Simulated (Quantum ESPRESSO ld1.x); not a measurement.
The numbers below are computed, except where a source is named.
Task: All-electron atom: Eu in [Kr] 4d10 4f7.25 5s2 5p5.75 6s2 (fractional occupations, a model configuration). Code: ld1.x of Quantum ESPRESSO 7.5. Model: scalar-relativistic Kohn-Sham, revPBE, spin-unpolarised, spherical densities, point nucleus. Some entries of the table are withheld. Estimate them.

orbital  occ.  eigenvalue (eV)  <r> (bohr)  <1/r> (bohr^-1)
1s          2         -48372.4     0.02232            70.24
2s          2         -7942.78     0.09510              (1)
2p          6         -7075.74     0.08389            15.23
3s          2         -1747.13      0.2495            5.965
3p          6         -1477.36      0.2480            5.615
3d         10         -1117.11      0.2259            5.328
4s          2              (2)      0.5662            2.506
4p          6         -257.565      0.5996            2.304
4d         10         -134.106      0.6547            2.023
5s          2         -44.5155       1.383           0.9556
5p       5.75         -23.6973       1.632           0.7989
6s          2              (3)       4.286           0.2916
4f       7.25          -2.1866      0.9957            1.393
5d          0              (4)       3.399           0.4038
6p          0          -1.1965       6.115           0.2036
7s          0          -0.1562       13.30          0.09658

Result: 
(1) 2s <1/r> (bohr^-1): 16.28
(2) 4s eigenvalue (eV): -346.240
(3) 6s eigenvalue (eV): -3.5912
(4) 5d eigenvalue (eV): -1.5299
